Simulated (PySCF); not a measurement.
MoF6, SMILES [F][Mo]([F])([F])([F])([F])[F], multiplicity 1.

Geometry: B3LYP-D3(BJ)/def2-SVP. The spin state was assumed, not searched. The isomer is the one that the SMILES or the coordinates give; other isomers of the formula were not compared. The def2 effective core potentials stand for the cores of Mo; spin–orbit coupling is left out.

Two levels are set side by side: PBE/def2-TZVP (PySCF) and PBE0/def2-TZVP (PySCF). Same geometry, gas phase. Differences are taken from unrounded values.

```csv
quantity,PBE
orbital gap (eV),4.48
highest occupied level (eV),-10.67
lowest empty level (eV),-6.19
mean polarisability (bohr³),47.7
```

Problem. These are the PBE values. What does PBE0 give? (An estimate is asked for; the answer gives what the named calculation found.)

Solution. 
| quantity | PBE0 | PBE minus PBE0 |
|---|---|---|
| orbital gap (eV) | 6.97 | -2.48 |
| highest occupied level (eV) | -12.81 | 2.14 |
| lowest empty level (eV) | -5.85 | -0.34 |
| mean polarisability (bohr³) | 45.3 | 2.5 |

PBE's occupied levels lie high since its potential decays too fast outside the molecule; exact exchange lowers them and widens the gap. PBE's more diffuse valence density responds more strongly to a field. Differences between two approximate levels are no errors against the true value.

Rough cost on one machine, each run with all the roots and properties that it gave: PBE0 against PBE within a factor of 2.
